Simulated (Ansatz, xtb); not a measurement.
**Relaxing a trial structure of BH4N2Si+**

The starting geometry of this gas-phase singlet was built from a drawn formula by distance geometry and a force field; its bonds are those of `B1N=[NH+][SiH2]1`.

```xyz
8

B    -1.7925   -1.9989    0.8753
N    -2.0580   -0.4930    1.1612
N    -0.8260   -0.0507    0.9771
Si   -0.1494   -1.5857    0.5742
H    -2.4778   -2.9796    0.8153
H    -0.4034    0.8838    1.0502
H     0.2749   -1.6869   -0.8555
H     0.7693   -2.0410    1.5915
```

Task: Predict what becomes of its bonds when it is optimised with r2SCAN-D4/def2-SVP.

Result: It keeps its bonds, and is `B1N=[NH+][SiH2]1`. Distances that change by over a tenth: B1–Si4 (1.72 → 2.03 Å), N3–Si4 (1.73 → 1.93 Å).

The energy falls by 2.12 eV over 15 steps:

```csv
step,E − E(last) (eV)
1,2.124
3,0.389
4,0.236
6,0.051
7,0.049
9,0.031
10,0.017
12,0.002
13,0.000
15,0.000
```

Final geometry (Å):

```xyz
8

B    -1.8725   -2.0209    1.0015
N    -1.8979   -0.6385    1.6079
N    -0.9186   -0.1888    0.9473
Si    0.0688   -1.7715    0.4671
H    -2.8818   -2.5366    0.6169
H    -0.8239    0.8466    0.8904
H     0.6101   -1.7693   -0.9117
H     1.0530   -1.8730    1.5700
```

From the same start GFN2-xTB ends elsewhere, differing in B1–Si4 (3.85 against 2.03 Å here).

No frequencies were run, so the end isn't proven a minimum. Run with Ansatz 0.2.0, 9.6 s on 2 threads of AMD EPYC 9R45 96-Core Processor (Zen 5) (shared host).
